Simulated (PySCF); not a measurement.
# Solvent effects on NMR parameters

Bonds (- single, = double, # triple, : aromatic): F1-C2, C2-C3, C3:C4, C4:N5, N5-Si6, N5:C7, C7:C8, C8-C9, C9-F10, C9-F11, C9-F12, C8:C3. C2 carries H13, H14; C4 carries H15; Si6 carries H16, H17, H18; C7 carries H19.

GIAO PBE0/pcSseg-1 in PySCF 2.14 on one PBE0-D3(BJ)/def2-SVP conformer, non-relativistic, equivalent nuclei averaged. Solvents enter as an IEF-PCM continuum (chloroform with ε = 4.7, methanol with ε = 32.6) around the gas-phase geometry. Shifts are referred to CFCl3, TMS computed in the same medium.

Gas phase, δ in ppm: F10/F11/F12 -74.8, F1 -260.6, C7 131.5, C3 131.3, C9 128.6, C4 126.0, C8 119.6, C2 80.9, Si6 -42.6, H19 6.95, H15 6.87, H13/H14 5.75, H16/H17/H18 5.03. Dipole moment 3.63 D.

**Question.** How does each δ change in the continuum?

**Answer.** 
```
      atoms                                              environment  Δδ, chloroform  Δδ, methanol
F10/F11/F12                                  fluorine of a CF3 group            +0.9          +1.5
         F1                                fluorine on an sp3 carbon            -1.6          -1.8
         C7                      aromatic CH next to a ring nitrogen            +2.2          +3.3
         C3                              substituted aromatic carbon            -0.7          -0.8
         C9                                               CF3 carbon            +1.0          +1.5
         C4                      aromatic CH next to a ring nitrogen            +1.3          +1.7
         C8                              substituted aromatic carbon            -1.2          -1.6
         C2                 sp3 CH2 bonded to F, on an aromatic ring            +1.2          +1.7
        Si6                                 silicon bonded to N, 3 H            +1.0          +1.2
        H19       hydrogen on an aromatic CH next to a ring nitrogen           +0.28         +0.39
        H15       hydrogen on an aromatic CH next to a ring nitrogen           +0.16         +0.23
    H13/H14  hydrogen on an sp3 CH2 bonded to F, on an aromatic ring           +0.11         +0.15
H16/H17/H18                        hydrogen on a silicon bonded to N           +0.03         +0.03
```

Changes are relative to the gas phase. The dipole moment becomes 4.20 D in chloroform, 4.37 D in methanol.

**Question.** Which of the listed nuclei move most (in ppm), and what does the model miss? (N and O are left out, as their reference compounds move with the solvent too.)

**Answer.** C7 (aromatic CH next to a ring nitrogen, +3.3 ppm) in methanol. A continuum only polarises the solute; specific hydrogen bonds, the anisotropy of aromatic solvents and changes of geometry or conformer are outside it.
